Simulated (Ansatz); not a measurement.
F2Ge, singlet, at a GFN2-xTB geometry, with bond 3-1 at 1.25 times its length; HF/6-31G in Ansatz (an electronic-structure program).

Input for Ansatz:
Ansatz 0.2 input:
```yaml
crystal:
  periodic: [false, false, false]
  atoms:
    - {symbol: Ge, position_ang: [0.01332486, -0.01119836, 0.43892087]}
    - {symbol: F, position_ang: [0.62471047, 1.17087434, -0.77062296]}
    - {symbol: F, position_ang: [-0.84344090, -1.41102285, -1.09721093]}
basis:
  gaussian:
    orbitals: 6-31G
hamiltonian:
  xc: hf
```

Write the output that Ansatz gives for this input, abridged.


```
Functional definition: HF
413 factors; integrals over basis functions are off by at most 5.9e-4 eV
mean field evaluation 1: about -61871.3588 eV, gradient 4.4e1 eV
mean field evaluation 2: about -61871.3626 eV, gradient 4.4e1 eV
mean field evaluation 4: about -61875.3537 eV, gradient 2.6e0 eV
mean field evaluation 8: about -61875.3951 eV, gradient 5.1e-1 eV
mean field evaluation 16: about -61875.3980 eV, gradient 1.8e-5 eV
mean field -61875.39801265 eV, -2273.8789363136 hartree, gradient 1.8e-5 eV, S^2 0.000000; 0 other end points of the search recorded, 0 dependent functions left out
reference -61875.39801265 eV, -2273.8789363136 hartree; 25, 25 occupied and 22, 22 virtual orbitals, 413 factors
Total energy: -61875.39801265 eV, -2273.8789363136 hartree
```
